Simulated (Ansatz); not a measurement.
Consider the cleavage of the Si–Si bond: `N[SiH2][SiH2]C=O` + H–F → `O=C[SiH2]F` + `N[SiH3]`.

Computed with Ansatz on PBE0-D4/def2-TZVP structures; ΔE is electronic, products minus reactants. CBS: MP2 limit from def2 TZ/QZ plus the TZ coupled-cluster correction, frozen cores. This one scheme is used for every species. DFT in def2-TZVPP. One conformer a species, not always the lowest.

```
    level  ΔE (kJ/mol)
   r2SCAN       -127.1
  r2SCAN0       -129.1
    BHLYP       -149.5
CAM-B3LYP       -146.2
```

(1) What does CCSD(T)/CBS give? (An estimate is asked.)

(2) What do rigid-rotor, harmonic-oscillator terms from PBE0-D4/def2-TZVP frequencies (298.15 K, 1 bar) make of the CCSD(T)/CBS value? (Best estimate.)

Largest T1 diagnostic among the species: 0.015.

Results:

(1) The calculation gave: -128.1 kJ/mol. The listed levels differ from it by 1.0, -1.0, -21.4, -18.1 kJ/mol.

(2) Computed: ΔZPE = +1.2 kJ/mol, ΔH = -131.1 kJ/mol, ΔS = 10 J/(mol·K), ΔG = -134.0 kJ/mol. Modes under 50 cm⁻¹ make the entropy rough.

The D4 term adds +10.1 kJ/mol with B3LYP and +5.9 kJ/mol with PBE0; it sums over pairs of atoms, weighted by their polarisabilities, and B3LYP, whose exchange is more repulsive, gets the larger term. In def2-TZVPP, CCSD(T) changes the Hartree–Fock value by +35.2 kJ/mol (the triples alone add +5.2 kJ/mol) and MP2 by +30.0 kJ/mol.

CCSD(T)/CBS has its own doubt, a few kJ/mol and more with outer-core shells, so smaller differences from it don't rank the levels.

B3LYP here is the variant with VWN-RPA as its local correlation; programs differ in this.
